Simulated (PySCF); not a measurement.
Cu(Cl)(OH2) (ClCuH2O), SMILES [OH2]->[Cu][Cl], multiplicity 1.

The structure is a stationary point at B3LYP-D3(BJ)/def2-TZVP. The multiplicity is an assumed one; other spin states were not compared.

Method: PBE/def2-TZVPD run with PySCF.

Symmetry labels are those of the subgroup Cs that the program uses (full group Cs).

Question: List the valence orbital energies around the gap with their symmetry. (The exact figures need the calculation; the answer reports its results.)

Answer: 
```csv
orbital,symmetry,energy (eV)
HOMO−7,A',-7.88
HOMO−6,A",-6.90
HOMO−5,A',-6.84
HOMO−4,A',-5.90
HOMO−3,A",-5.89
HOMO−2,A',-5.62
HOMO−1,A",-5.39
HOMO,A',-5.30
LUMO,A',-2.50
LUMO+1,A",-0.56
LUMO+2,A',-0.42
LUMO+3,A',-0.15
```
